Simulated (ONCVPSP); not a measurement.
# Transferability test, ONCV potential for C (Z = 6)

C (Z = 6), optimised norm-conserving Vanderbilt (ONCV), made with ONCVPSP 4.0.1 (LDA (Perdew-Zunger), non-relativistic). Core [He], reference 2s2 2p2. Waves: 2s: rc 1.20 bohr, ncon 4, nbas 7, qcut 6.8 1/bohr, 2 projectors, debl 0.4 Ha; 2p: rc 2.60 bohr, ncon 4, nbas 8, qcut 6.4 1/bohr, 2 projectors, debl 0.6 Ha; d scattering state at 0.11 Ha: rc 2.25 bohr, ncon 4, nbas 7, qcut 4.8 1/bohr, 1 projector. Local part: polynomial inside 1.10 bohr (lpopt 5, dvloc0 0 Ha). Core correction: Teter function, fcfact 2.75, rcfact 1.5.

In the s channel the program set the typed energies aside and used -0.501, 0.250 Ha.

Energies are relative to the spin-unpolarised reference configuration 2s2 2p2; without spin polarisation the order of configurations can differ from experiment.

| valence configuration | charge | ΔE all-electron (eV) | error AE − PS (meV) |
| --- | --- | --- | --- |
| 2s2 2p1 | +1 | 10.992 | +73 |
| 2s2 2p0 | +2 | 35.254 | +569 |
| 2s1 2p0 | +3 | 83.203 | +1110 |

(1) What are ΔE and the potential's error for 2s1 2p3?

Levels in the configuration 2s1 2p0:

```json
{"level": "2s", "all-electron (eV)": "-55.844", "pseudo (eV)": "-55.198"}
```

Answers

(1) ΔE = 8.227 eV all-electron; the error (AE − PS) is -3.9 meV.
